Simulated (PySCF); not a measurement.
Two species compared at the same levels of theory.

First species: C5H14Si3.
SMILES: `[SiH3]CC1=C(C[SiH3])[SiH2]C1`

Second species: C4H15NOSi3.
SMILES with atom numbers: `[CH3:1][NH:2][Si@H:3]([SiH3:4])[O:5][SiH2:6][CH:7]1[CH2:8][CH2:9]1` (hydrogens: H10, H11, H12 on C1; H13 on N2; H14 on Si3; H15, H16, H17 on Si4; H18, H19 on Si6; H20 on C7; H21, H22 on C8; H23, H24 on C9)

Levels: PBE0/pcSseg-1 for dipole moment, HOMO energy, LUMO energy and HOMO–LUMO gap; GFN2-xTB for rotational constant A and rotational constant C. Geometries: GFN2-xTB. Each species is one conformer at its optimised geometry, gas phase, non-relativistic unless stated. Electronic properties by PySCF.

Dipoles, sizes and rotational constants follow the conformer. The torsions of the flexible species, by atom-mapped SMILES:
- `[SiH3:1][CH2:2][C:3]1=[C:4]([CH2:5][SiH3:6])[SiH2:7][CH2:8]1`: Si1–C2–C3–C4 -101°, C3–C4–C5–Si6 103°
- `[CH3:1][NH:2][Si@H:3]([SiH3:4])[O:5][SiH2:6][CH:7]1[CH2:8][CH2:9]1`: C1–N2–Si3–Si4 -55°, N2–Si3–O5–Si6 87°, Si3–O5–Si6–C7 -85°, O5–Si6–C7–C8 36°

Problem. Which has the higher LUMO energy?

Solution. The first: 0.06 eV against -0.21 eV, a difference of 0.27 eV.

Problem. Which has the higher rotational constant C?

Solution. The first: 0.586 GHz against 0.510 GHz, a difference of 0.076 GHz.

Problem. Which of the two has the higher rotational constant A, and by how much?

Solution. The second: 1.306 GHz against 1.181 GHz, a difference of 0.125 GHz.

Problem. Which of the two has the higher dipole moment, and by how much?

Solution. The second: 1.74 D against 0.87 D, a difference of 0.87 D.

Problem. Which has the higher HOMO energy?

Solution. The first: -6.58 eV against -6.81 eV, a difference of 0.23 eV.

On the first: The dipole matches unit charges of opposite sign 0.18 Å apart (1 e·Å = 4.8032 D). A dipole of 0.87 D is allowed in C1, and pure rotational transitions are dipole-allowed.

On the second: The dipole equals about 5.8 × 10⁻³⁰ C·m (1 D = 3.33564 × 10⁻³⁰ C·m).
